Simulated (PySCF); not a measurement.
## Basis and Hamiltonian dependence of the excitation energy of Sn+

Sn+ [Kr] 4d10 5s2 5p1 (2P) → Sn+ [Kr] 4d10 5s1 5p1 6s1 (4P). All values are computed (PySCF 2.14, energy differences of UHF-based or UKS calculations, no spin-orbit coupling). Values in eV.

| basis | Hamiltonian | functions | UHF | r2SCAN | PBE0 | MP2 (valence) | CCSD(T) (valence) |
| --- | --- | --- | --- | --- | --- | --- | --- |
| aug-cc-pVDZ-PP with ECP28MDF | ECP | 32 | 11.935 | 13.516 | 13.411 | 12.501 | 12.756 |
| aug-cc-pwCVDZ-PP with ECP28MDF | ECP | 48 | 11.914 | 13.504 | 13.399 | 12.535 | 12.780 |
| aug-cc-pVTZ-PP with ECP28MDF | ECP | 55 | 11.912 | 13.488 | 13.381 | 12.597 | 12.816 |
| aug-cc-pVTZ-DK3 | spin-free X2C | 68 | 11.922 | 13.392 | 13.336 | 12.602 | 12.820 |
| x2c-TZVPPall with one added diffuse shell each of s, p, d, f type | spin-free X2C | 76 | 11.926 | 13.389 | 13.338 | 12.600 | 12.816 |
| aug-cc-pVQZ-DK3 | spin-free X2C | 102 | 11.913 | 13.383 | 13.324 | 12.644 | 12.837 |
| aug-cc-pVQZ-PP with one added diffuse shell each of s, p, d, f, g type with ECP28MDF | ECP | 117 | 11.904 | 13.482 | 13.374 | 12.644 | n/a |

Frozen in the all-electron rows: valence: [Kr] 4d10; with a core potential, the same shells as far as they lie outside it.
